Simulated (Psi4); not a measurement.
Input file for Psi4: SAPT0/jun-cc-pV(D+d)Z on C2H11NSi (a complex).

```
memory 8100 MB

molecule dimer {
0 1
C    -0.97873454    0.27068684    0.08908534
N     0.42796626    0.15752885    0.47034665
H    -1.23483001   -0.54924968   -0.58361660
H    -1.12707285    1.20073525   -0.46169034
H    -1.68813673    0.25599230    0.92701826
H     0.59615197   -0.70615524    0.97161587
H     0.69621165    0.91703106    1.08415675
--
0 1
C     1.47173169   -0.16812762    4.21384928
Si   -0.38943627   -0.04078312    4.01381468
H     1.74469980   -1.10595530    4.70115406
H     1.85152848    0.65169332    4.82634452
H     1.98027067   -0.13036736    3.24908060
H    -0.90862716   -1.15814060    3.18857514
H    -0.76302775    1.23498953    3.35668704
H    -1.05328924   -0.09351300    5.33912233
units angstrom
symmetry c1
no_reorient
no_com
}

set {
  basis jun-cc-pV(D+d)Z
  scf_type df
  freeze_core true
}

energy('sapt0')
```

The log:

```
[...]
==> Input File <==

--------------------------------------------------------------------------
memory 8100 MB

molecule dimer {
0 1
C    -0.97873454    0.27068684    0.08908534
N     0.42796626    0.15752885    0.47034665
H    -1.23483001   -0.54924968   -0.58361660
H    -1.12707285    1.20073525   -0.46169034
H    -1.68813673    0.25599230    0.92701826
H     0.59615197   -0.70615524    0.97161587
H     0.69621165    0.91703106    1.08415675
--
0 1
C     1.47173169   -0.16812762    4.21384928
Si   -0.38943627   -0.04078312    4.01381468
H     1.74469980   -1.10595530    4.70115406
H     1.85152848    0.65169332    4.82634452
H     1.98027067   -0.13036736    3.24908060
H    -0.90862716   -1.15814060    3.18857514
H    -0.76302775    1.23498953    3.35668704
H    -1.05328924   -0.09351300    5.33912233
units angstrom
symmetry c1
no_reorient
no_com
}

set {
  basis jun-cc-pV(D+d)Z
  scf_type df
  freeze_core true
}

energy('sapt0')
--------------------------------------------------------------------------


   => Loading Basis Set <=

    Name: JUN-CC-PV(D+D)Z
    Role: ORBITAL
    Keyword: BASIS
    atoms 1, 8       entry C          line   188 file jun-cc-pv_dpd_z.gbs
    atoms 2          entry N          line   222 file jun-cc-pv_dpd_z.gbs
    atoms 3-7, 10-15 entry H          line    60 file jun-cc-pv_dpd_z.gbs
    atoms 9          entry SI         line   566 file jun-cc-pv_dpd_z.gbs

   => Loading Basis Set <=

    Name: JUN-CC-PV(D+D)Z
    Role: ORBITAL
    Keyword: BASIS
    atoms 1, 8       entry C          line   188 file jun-cc-pv_dpd_z.gbs
    atoms 2          entry N          line   222 file jun-cc-pv_dpd_z.gbs
    atoms 3-7, 10-15 entry H          line    60 file jun-cc-pv_dpd_z.gbs
    atoms 9          entry SI         line   566 file jun-cc-pv_dpd_z.gbs


  //>>>>>>>>>>>>>>>>>>>>>>>>>>>>>>>>>>>//
  //              Dimer HF             //
  //<<<<<<<<<<<<<<<<<<<<<<<<<<<<<<<<<<<//

   => Libint2 <=

    Primary   basis highest AM E, G, H:  7, 6, 3
    Auxiliary basis highest AM E, G, H:  7, 7, 4
    Onebody   basis highest AM E, G, H:  -, -, -
    Solid Harmonics ordering:            Gaussian


   => Loading Basis Set <=

    Name: JUN-CC-PV(D+D)Z
    Role: ORBITAL
    Keyword: BASIS
    atoms 1, 8       entry C          line   188 file jun-cc-pv_dpd_z.gbs
    atoms 2          entry N          line   222 file jun-cc-pv_dpd_z.gbs
    atoms 3-7, 10-15 entry H          line    60 file jun-cc-pv_dpd_z.gbs
    atoms 9          entry SI         line   566 file jun-cc-pv_dpd_z.gbs


         ---------------------------------------------------------
                                   SCF
               by Justin Turney, Rob Parrish, Andy Simmonett
                          and Daniel G. A. Smith
                              RHF Reference
                        4 Threads,   7724 MiB Core
         ---------------------------------------------------------

  ==> Geometry <==

    Molecular point group: c1
    Full point group: C1

    Geometry (in Angstrom), charge = 0, multiplicity = 1:

       Center              X                  Y                   Z               Mass
    ------------   -----------------  -----------------  -----------------  -----------------
         C           -0.978734540000     0.270686840000     0.089085340000    12.000000000000
         N            0.427966260000     0.157528850000     0.470346650000    14.003074004430
         H           -1.234830010000    -0.549249680000    -0.583616600000     1.007825032230
         H           -1.127072850000     1.200735250000    -0.461690340000     1.007825032230
         H           -1.688136730000     0.255992300000     0.927018260000     1.007825032230
         H            0.596151970000    -0.706155240000     0.971615870000     1.007825032230
         H            0.696211650000     0.917031060000     1.084156750000     1.007825032230
         C            1.471731690000    -0.168127620000     4.213849280000    12.000000000000
         SI          -0.389436270000    -0.040783120000     4.013814680000    27.976926534650
         H            1.744699800000    -1.105955300000     4.701154060000     1.007825032230
         H            1.851528480000     0.651693320000     4.826344520000     1.007825032230
         H            1.980270670000    -0.130367360000     3.249080600000     1.007825032230
         H           -0.908627160000    -1.158140600000     3.188575140000     1.007825032230
         H           -0.763027750000     1.234989530000     3.356687040000     1.007825032230
         H           -1.053289240000    -0.093513000000     5.339122330000     1.007825032230

  Running in c1 symmetry.

  Rotational constants: A =      0.24091  B =      0.02137  C =      0.02002 [cm^-1]
  Rotational constants: A =   7222.41793  B =    640.51421  C =    600.23215 [MHz]
  Nuclear repulsion =  167.481857860135960

  Charge       = 0
  Multiplicity = 1
  Electrons    = 44
  Nalpha       = 22
  Nbeta        = 22

  ==> Algorithm <=
[...]
29958617058139

   => Energetics <=

    Nuclear Repulsion Energy =             62.8149658684135801
    One-Electron Energy =                -580.3366415610165632
    Two-Electron Energy =                 187.2220895220215766
    Total Energy =                       -330.2995861705814491

Computation Completed


Properties will be evaluated at   0.000000,   0.000000,   0.000000 [a0]

Properties computed using the SCF density matrix


 Multipole Moments:

 ------------------------------------------------------------------------------------
     Multipole            Electronic (a.u.)      Nuclear  (a.u.)        Total (a.u.)
 ------------------------------------------------------------------------------------

 L = 1.  Multiply by 2.5417464519 to convert [e a0] to [Debye]
 Dipole X            :        -11.4906958           11.7726860            0.2819902
 Dipole Y            :          4.1023227           -4.1215358           -0.0192131
 Dipole Z            :       -200.5409361          200.5707403            0.0298041
 Magnitude           :                                                    0.2842110

 ------------------------------------------------------------------------------------

  Constructing Basis Sets for SAPT...

   => Loading Basis Set <=

    Name: (JUN-CC-PV(D+D)Z AUX)
    Role: RIFIT
    Keyword: DF_BASIS_SAPT
    atoms 1, 8       entry C          line   100 file jun-cc-pvdz-ri.gbs
    atoms 2          entry N          line   144 file jun-cc-pvdz-ri.gbs
    atoms 3-7, 10-15 entry H          line    30 file jun-cc-pvdz-ri.gbs
    atoms 9          entry SI         line   376 file jun-cc-pvdz-ri.gbs

   => Loading Basis Set <=

    Name: (JUN-CC-PV(D+D)Z AUX)
    Role: JKFIT
    Keyword: DF_BASIS_ELST
    atoms 1, 8       entry C          line   146 file jun-cc-pvdz-jkfit.gbs
    atoms 2          entry N          line   202 file jun-cc-pvdz-jkfit.gbs
    atoms 3-7, 10-15 entry H          line    70 file jun-cc-pvdz-jkfit.gbs
    atoms 9          entry SI         line   506 file jun-cc-pvdz-jkfit.gbs


  //>>>>>>>>>>>>>>>>>>>>>>>>>>>>>>>>>>>//
  //               SAPT0               //
  //<<<<<<<<<<<<<<<<<<<<<<<<<<<<<<<<<<<//



        SAPT0
    Ed Hohenstein
     6 June 2009

      Orbital Information
  --------------------------
    NSO        =       136
    NMO        =       136
    NRI        =       434
    NRI (Elst) =       611
    NOCC A     =         9
    NOCC B     =        13
    FOCC A     =         2
    FOCC B     =         6
    NVIR A     =       127
    NVIR B     =       123

    Elst10,r            =    -0.001714120581 [Eh]
    Exch10              =     0.004721178152 [Eh]
    Exch10 (S^2)        =     0.004708815928 [Eh]

    Maxiter = 50
    CPHF R converge = 1.000000E-08

    Iter     Energy [mEh]          dE [mEh]         Residual      Time [s]
       1      -0.61833191       0.618331911     3.527715e-03             0
       2      -0.78565511       0.167323198     1.109305e-03             0
       3      -0.79024510       0.004589992     4.338749e-04             0
       4      -0.78528956      -0.004955538     1.130417e-04             0
       5      -0.78557745       0.000287886     3.863818e-05             0
       6      -0.78583873       0.000261285     8.545601e-06             0
       7      -0.78581055      -0.000028179     1.847285e-06             0
       8      -0.78580424      -0.000006310     3.442609e-07             0
       9      -0.78580621       0.000001969     7.461067e-08             0
      10      -0.78580596      -0.000000255     1.274438e-08             0
      11      -0.78580596       0.000000002     2.598819e-09             0

    CHF Iterations converged

    Maxiter = 50
    CPHF R converge = 1.000000E-08

    Iter     Energy [mEh]          dE [mEh]         Residual      Time [s]
       1      -0.46805551       0.468055510     2.828448e-03             0
       2      -0.57167020       0.103614694     5.206445e-04             0
       3      -0.57237759       0.000707385     1.095905e-04             0
       4      -0.57136191      -0.001015682     2.918087e-05             0
       5      -0.57136522       0.000003308     8.586792e-06             0
       6      -0.57143389       0.000068669     1.599982e-06             0
       7      -0.57142528      -0.000008601     3.054331e-07             0
       8      -0.57142542       0.000000138     6.434916e-08             0
       9      -0.57142565       0.000000224     1.255534e-08             0
      10      -0.57142563      -0.000000021     2.777194e-09             1

    CHF Iterations converged

    Ind20,r (A<-B)      =    -0.000785805960 [Eh]
    Ind20,r (B<-A)      =    -0.000571425625 [Eh]
    Ind20,r             =    -0.001357231585 [Eh]
    Exch-Ind20,r (A<-B) =     0.000667497399 [Eh]
    Exch-Ind20,r (B<-A) =     0.000503981919 [Eh]
    Exch-Ind20,r        =     0.001171479318 [Eh]
    Disp20              =    -0.003516239152 [Eh]
    Disp20 (SS)         =    -0.001758119576 [Eh]
    Disp20 (OS)         =    -0.001758119576 [Eh]
    Exch-Disp20         =     0.000357094656 [Eh]
    Exch-Disp20 (SS)    =     0.000199232819 [Eh]
    Exch-Disp20 (OS)    =     0.000157861836 [Eh]

    SAPT Results
  --------------------------------------------------------------------------------------------------------
    Electrostatics                 -1.71412058 [mEh]      -1.07562690 [kcal/mol]      -4.50042297 [kJ/mol]
      Elst10,r                     -1.71412058 [mEh]      -1.07562690 [kcal/mol]      -4.50042297 [kJ/mol]

    Exchange                        4.72117815 [mEh]       2.96258402 [kcal/mol]      12.39545153 [kJ/mol]
      Exch10                        4.72117815 [mEh]       2.96258402 [kcal/mol]      12.39545153 [kJ/mol]
      Exch10(S^2)                   4.70881593 [mEh]       2.95482661 [kcal/mol]      12.36299452 [kJ/mol]

    Induction                      -0.47636843 [mEh]      -0.29892570 [kcal/mol]      -1.25070515 [kJ/mol]
      Ind20,r                      -1.35723158 [mEh]      -0.85167568 [kcal/mol]      -3.56341104 [kJ/mol]
      Exch-Ind20,r                  1.17147932 [mEh]       0.73511437 [kcal/mol]       3.07571853 [kJ/mol]
      delta HF,r (2)               -0.29061617 [mEh]      -0.18236440 [kcal/mol]      -0.76301264 [kJ/mol]

    Dispersion                     -3.15914450 [mEh]      -1.98239310 [kcal/mol]      -8.29433273 [kJ/mol]
      Disp20                       -3.51623915 [mEh]      -2.20647338 [kcal/mol]      -9.23188462 [kJ/mol]
      Exch-Disp20                   0.35709466 [mEh]       0.22408028 [kcal/mol]       0.93755189 [kJ/mol]
      Disp20 (SS)                  -1.75811958 [mEh]      -1.10323669 [kcal/mol]      -4.61594231 [kJ/mol]
      Disp20 (OS)                  -1.75811958 [mEh]      -1.10323669 [kcal/mol]      -4.61594231 [kJ/mol]
      Exch-Disp20 (SS)              0.19923282 [mEh]       0.12502048 [kcal/mol]       0.52308569 [kJ/mol]
      Exch-Disp20 (OS)              0.15786184 [mEh]       0.09905980 [kcal/mol]       0.41446619 [kJ/mol]

  Total HF                          2.53068914 [mEh]       1.58803141 [kcal/mol]       6.64432342 [kJ/mol]
  Total SAPT0                      -0.62845536 [mEh]      -0.39436169 [kcal/mol]      -1.65000932 [kJ/mol]

  Special recipe for scaled SAPT0 (see Manual):
    Electrostatics sSAPT0          -1.71412058 [mEh]      -1.07562690 [kcal/mol]      -4.50042297 [kJ/mol]
    Exchange sSAPT0                 4.72117815 [mEh]       2.96258402 [kcal/mol]      12.39545153 [kJ/mol]
    Induction sSAPT0               -0.46711761 [mEh]      -0.29312072 [kcal/mol]      -1.22641711 [kJ/mol]
    Dispersion sSAPT0              -3.15632463 [mEh]      -1.98062360 [kcal/mol]      -8.28692916 [kJ/mol]
  Total sSAPT0                     -0.61638466 [mEh]      -0.38678722 [kcal/mol]      -1.61831771 [kJ/mol]
  --------------------------------------------------------------------------------------------------------



*** Psi4 exiting successfully. Buy a developer a beer!
```

The run finished.

Cost: very roughly 30 core-seconds.
